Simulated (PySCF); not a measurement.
Al(Me)(PH2)2 (CH7AlP2), SMILES [CH3][Al]([PH2])[PH2].

Geometry optimised at ωB97X-D3(BJ)/def2-SVP. The values are those of a single conformer.

Level of theory: ωB97X/def2-TZVP (PySCF).

Symmetry labels are those of the subgroup Cs that the program uses (full group Cs).

Problem. List the valence orbital energies around the gap with their symmetry. (The exact figures need the calculation; the answer reports its results.)

Solution. 
| orbital | symmetry | energy (eV) |
|---|---|---|
| HOMO−7 | A' | -13.76 |
| HOMO−6 | A' | -13.52 |
| HOMO−5 | A' | -13.43 |
| HOMO−4 | A" | -13.11 |
| HOMO−3 | A" | -11.09 |
| HOMO−2 | A' | -11.06 |
| HOMO−1 | A' | -9.77 |
| HOMO | A" | -9.04 |
| LUMO | A' | 0.70 |
| LUMO+1 | A' | 1.76 |
| LUMO+2 | A' | 1.98 |
| LUMO+3 | A" | 2.84 |
